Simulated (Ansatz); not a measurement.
Relaxation of CH$_{7}$BClN (11 atoms, charge 0, multiplicity 1), to a largest force component of 0.03 eV/Å in at most 50 steps.

Computed with Ansatz 0.2.0, RKS PBE0/6-31G*.

```xyz
11
Properties=species:S:1:pos:R:3
B 0.077 0.695 -0.319
Cl -0.072 -0.664 2.432
C 1.436 0.017 -0.702
H 1.461 -1.027 -0.374
H 1.526 -0.005 -1.798
H 2.321 0.526 -0.305
H -0.993 0.199 -0.535
N 0.045 2.037 0.298
H 0.881 2.588 0.436
H -0.813 2.553 0.425
H -0.038 0.608 2.036
```

Q: Where does it end, and by what steps?

A: The run converged. After 10 steps the energy has fallen by 0.264 eV; Cl2 moved furthest, 1.09 Å.

```csv
step,energy less start (eV),largest force component (eV/Å),accepted
0,0.0000,2.143,yes
1,-0.1173,1.015,yes
2,-0.1650,1.019,yes
3,-0.2161,0.537,yes
4,-0.2416,0.459,yes
5,-0.2530,0.355,yes
6,-0.2605,0.211,yes
7,-0.2630,0.075,yes
8,-0.2614,0.179,no
9,-0.2637,0.034,yes
10,-0.2638,0.009,yes
```

```xyz
11
Properties=species:S:1:pos:R:3
B 0.111 0.695 -0.515
Cl -0.219 0.056 3.241
C 1.483 0.052 -0.921
H 1.478 -1.022 -0.689
H 1.624 0.116 -2.008
H 2.360 0.497 -0.437
H -0.931 0.310 -0.972
N 0.030 1.730 0.443
H 0.852 2.218 0.777
H -0.826 2.242 0.607
H -0.133 0.633 2.068
```

Time of the run: 54 s on 1 thread of AMD EPYC 7R43 64-Core Processor (Zen 3), on a shared host, peak memory 0.16 GiB.
